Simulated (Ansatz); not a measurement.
`[BH2][SbH][CH3]`, relaxed with RKS PBE-D4/def2-SVP in the Gaussian-basis code of Ansatz from a rough embedded geometry. The force threshold is 0.03 eV/Å; the program also tests the step.

The species carries charge 0 and has multiplicity 1. Sb takes the def2 core potential.

Start:

```xyz
9

B    -1.161    0.782   -1.038
Sb   -0.876    0.097    1.033
C     1.215   -0.261    0.637
H    -0.293    1.057   -1.698
H    -2.311    0.852   -1.505
H    -1.320   -1.570    0.658
H     1.351   -0.846   -0.230
H     1.648   -0.790    1.562
H     1.747    0.678    0.581
```

(1) By how much does the energy fall, and how many steps does the optimiser take? (Estimate.)

(2) Which bonds change most? (Best estimate.)

(3) Give the relaxed structure. (Estimate.)

Results:

(1) Computed: 33.88 kJ/mol, in 6 steps.

(2) Computed: B1–H4 from 1.125 to 1.217 Å; C3–H7 from 1.055 to 1.105 Å; Sb2–C3 from 2.158 to 2.202 Å; C3–H8 from 1.151 to 1.106 Å.

(3) Ansatz gave: 
```xyz
9

B    -1.257    0.810   -1.118
Sb   -0.823    0.123    0.939
C     1.316   -0.348    0.713
H    -0.478    1.546   -1.696
H    -2.348    0.589   -1.608
H    -1.426   -1.482    0.716
H     1.479   -1.042   -0.131
H     1.682   -0.799    1.654
H     1.854    0.603    0.531
```
